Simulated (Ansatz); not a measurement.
Reactions of ClF3H2Si2 (`F[Si](F)(F)[SiH2]Cl`).

Computed with Ansatz on PBE0-D4/def2-TZVP structures; ΔE is electronic, products minus reactants. CCSD(T)/CBS adds triple-zeta CCSD(T) − MP2 to the extrapolated MP2 energy (def2 sets, frozen cores). This one scheme is used for every species, atoms too. Open shells (•) are unrestricted, without spin–orbit coupling. Spin–orbit coupling would lower the free atoms: a little for Cl, F, Si. Each species was taken in one conformer, which may not be the lowest.

**Question.** Order these by ΔE at CCSD(T)/CBS, lowest first. (Estimate.)
A. `F[Si](F)(F)[SiH2]Cl` → Cl• + 3 F• + 2 H• + 2 Si•
B. `F[Si](F)(F)[SiH2]Cl` + `O[SiH](O)O` → `O[SiH](O)O[Si](F)(F)F` + `[SiH3]Cl`
C. `F[Si](F)(F)[SiH2]Cl` + H₂ → `F[Si](F)(F)[SiH3]` + HCl
D. `F[Si](F)(F)[SiH2]Cl` → Cl• + `F[Si](F)(F)[SiH2]`•

**Answer.** B (-1.58 eV), C (+0.66 eV), D (+4.65 eV), A (+31.82 eV).

Largest T1 diagnostic: 0.014, for `F[Si](F)(F)[SiH2]`•.
